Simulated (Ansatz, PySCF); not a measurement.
AlI$_{2}$ (SMILES [I][Al+][I]), charge +1, singlet, at a GFN2-xTB geometry (such geometries of metal compounds can be far from the true shape) (all electrons, no relativity). Base run: B3LYP/STO-3G (PySCF).

Input for PySCF:
```python
from pyscf import gto, scf, dft

mol = gto.Mole()
mol.atom = '''
    Al    0.00000000    0.00000000    0.00000000
    I    -0.00000000   -0.00000000   -2.47377043
    I     0.00000000    0.00000000    2.47377043
'''
mol.basis = 'sto-3g'
mol.charge = 1
mol.verbose = 4
mol.build()

mf = dft.RKS(mol)
mf.xc = 'b3lyp'
mf.kernel()
```

The same geometry, method and basis name were run in Ansatz (an electronic-structure program) and PySCF, at each program's defaults and at the settings that a row names. The base is PySCF at its defaults. Differences at the defaults can come from grids, fitting, cores and function types together.

```csv
code and settings,ΔE vs base (µEh),basis functions,E (Eh),SCF cycles
"PySCF, defaults (exact integrals, its default grid, spherical functions)",0.0,63,-13945.08550,8
"Ansatz, defaults (factorised integrals, its default grid, spherical functions)",-12.5,63,-13945.08552,-
"PySCF, fine grid",-15.6,63,-13945.08552,8
"Ansatz, high accuracy",-12.5,63,-13945.08552,-
```
